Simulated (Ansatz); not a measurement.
Geometry optimisation, Ansatz, RKS B3LYP/def2-SVP.

Input:

```yaml
crystal:
  periodic: [false, false, false]
  atoms:
    - { symbol: B, position_ang: [0.035594, -0.24638, -0.052332] }
    - { symbol: F, position_ang: [-0.032633, -0.544863, 1.235561] }
    - { symbol: Cl, position_ang: [1.562248, -0.527522, -0.885163] }
    - { symbol: H, position_ang: [-0.954165, 0.084529, -0.642162] }
    - { symbol: S, position_ang: [0.411247, 2.556864, 1.199116] }
    - { symbol: H, position_ang: [1.725298, 2.257656, 1.305208] }
    - { symbol: H, position_ang: [0.055612, 1.457917, 1.951971] }
basis:
  gaussian: { orbitals: def2-SVP }
hamiltonian:
  xc: b3lyp
relax:
  f_tol: 0.03
  max_steps: 50
```

Run as:

```bash
$ ansatz run input.yaml --threads 1 --pin off --max-ram 2048MiB --backend cpu --events-out ev --progress --plain --runs-dir out
```

Task: Where does it end, and by what steps?

Result: The run converged. The force dipped under the threshold on the way, but the program's further checks kept it going. After 15 steps the energy has fallen by 0.081 eV; H7 moved furthest, 0.60 Å.

```csv
step,energy less start (eV),largest force component (eV/Å),accepted
0,0.0000,0.742,yes
1,-0.0530,0.441,yes
2,-0.0504,0.794,no
3,-0.0635,0.482,yes
4,-0.0656,0.373,yes
5,-0.0712,0.096,yes
6,-0.0735,0.207,yes
7,-0.0766,0.077,yes
8,-0.0784,0.051,yes
9,-0.0786,0.046,yes
10,-0.0737,0.342,no
11,-0.0807,0.030,yes
12,-0.0786,0.197,no
13,-0.0809,0.069,yes
14,-0.0812,0.037,yes
15,-0.0814,0.018,yes
```

```xyz
7
Properties=species:S:1:pos:R:3
B 0.014 -0.357 -0.126
F -0.160 -0.856 1.082
Cl 1.607 -0.506 -0.867
H -0.916 0.073 -0.748
S 0.367 2.530 1.202
H 1.698 2.290 1.203
H 0.192 1.865 2.366
```

The run took 51 s on 1 thread of Arm Neoverse V1, on a shared host, peak memory 0.15 GiB.
